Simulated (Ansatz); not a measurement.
CdMe(OH) (CH₄CdO), relaxed as a singlet with RKS r2SCAN-D4/def2-TZVP in Ansatz, starting from the GFN2-xTB geometry. Force threshold 0.02 eV/Å.

In the def2 sets Cd takes a core potential; there is no spin–orbit coupling.

Start:

```xyz
7

Cd   -0.335   -0.946   -0.074
C     1.029    0.576    0.607
H     2.068    0.334    0.400
H     0.909    0.765    1.671
H     0.738    1.463    0.043
O    -1.958   -0.715   -1.165
H    -2.453   -1.476   -1.482
```

(1) Estimate the energy that the relaxation releases and the steps that it takes.

(2) Does the start keep its bonding?

(3) Predict the relaxed structure.

## Answers

(1) 14.2 kcal/mol, in 8 steps; 11 s on 4 threads of AMD EPYC 7R43 on a shared host. No frequencies were taken in this run, so the end may be a saddle point.

(2) By distances, no bond broke or formed. The bond that changes most is Cd1–C2, from 2.15 to 2.08 Å (atoms count from 1).

(3) 
```xyz
7

Cd   -0.6171   -0.2252   -0.3128
C     1.0447    0.6319    0.6055
H     1.9422    0.0678    0.3503
H     0.9158    0.6271    1.6881
H     1.1619    1.6609    0.2637
O    -2.2557   -0.9167   -1.1754
H    -2.1918   -1.8459   -1.4194
```
Bond lengths: 1 × C–Cd 2.08 Å; 1 × Cd–O 1.98 Å; 3 × C–H 1.09 Å; 1 × H–O 0.96 Å.
